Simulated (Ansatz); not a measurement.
Reaction (substitution at a C–In bond): `C[CH2][InH][NH2]` + `C[SiH](O)F` → `CCO[SiH](C)F` + `[NH2][InH2]`

Isolated molecules relaxed with PBE0-D4/def2-TZVP in Ansatz; ΔE leaves out vibrations. CCSD(T)/CBS adds triple-zeta CCSD(T) − MP2 to the extrapolated MP2 energy (def2 sets, frozen cores). Functionals use def2-TZVPP. def2 core potentials past Kr. For In outer-core shells are correlated without core-valence functions, which leaves a few kJ/mol of doubt a bond. One conformer a species, not always the lowest.

`C[CH2][InH][NH2]`:

```xyz
12

C    -0.001    0.995   -1.267
C     0.962    0.872   -0.094
In    0.423   -0.682    1.300
N    -1.266   -1.650    0.774
H    -1.017    1.223   -0.935
H    -0.054    0.070   -1.847
H     0.300    1.791   -1.956
H     1.979    0.668   -0.441
H     1.021    1.811    0.465
H     1.141   -1.253    2.753
H    -1.679   -2.406    1.295
H    -1.808   -1.439   -0.047
```

`C[SiH](O)F`:

```xyz
9

C    -0.842    0.766   -0.196
Si    0.592   -0.217    0.439
O     0.599   -1.761   -0.094
F     1.925    0.527   -0.044
H    -0.808    1.788    0.189
H    -1.787    0.315    0.117
H    -0.835    0.822   -1.288
H     0.641   -0.311    1.912
H     0.515   -1.929   -1.034
```

`CCO[SiH](C)F`:

Cartesian coordinates in Å:
```
C -1.532 1.899 0.629
C -0.948 0.718 -0.106
O -0.237 -0.096 0.810
Si 0.621 -1.430 0.442
C 1.881 -1.143 -0.884
F -0.369 -2.573 -0.090
H -0.741 2.493 1.091
H -2.088 2.538 -0.062
H -2.211 1.562 1.414
H -0.275 1.063 -0.901
H -1.745 0.131 -0.578
H 1.199 -1.898 1.719
H 2.583 -0.359 -0.588
H 1.411 -0.846 -1.825
H 2.451 -2.057 -1.070
```

`[NH2][InH2]`:

```xyz
6

N    -0.616   -0.529   -0.675
In    0.556    0.476    0.608
H    -0.631   -0.374   -1.669
H    -1.267   -1.247   -0.406
H     0.385    0.022    2.250
H     1.572    1.652   -0.109
```

Is it downhill or uphill in electronic energy at CCSD(T)/CBS, and by how much? (Best estimate.)

Computed: Uphill: ΔE = +13.9 kcal/mol.

What do these levels give: PBE-D4, PBE0-D4, MP2/def2-TZVPP, SCS-MP2/def2-TZVPP, MP2/def2-QZVPP, SCS-MP2/def2-QZVPP? (Estimate.)

Computed: PBE-D4 11.7, PBE0-D4 11.3, MP2/def2-TZVPP 15.2, SCS-MP2/def2-TZVPP 13.1, MP2/def2-QZVPP 16.0, SCS-MP2/def2-QZVPP 13.9 kcal/mol.

Largest T1 diagnostic among the species: 0.016.

In def2-TZVPP, CCSD(T) changes the Hartree–Fock value by +5.9 kcal/mol (the triples alone add +0.6 kcal/mol) and MP2 by +8.5 kcal/mol.
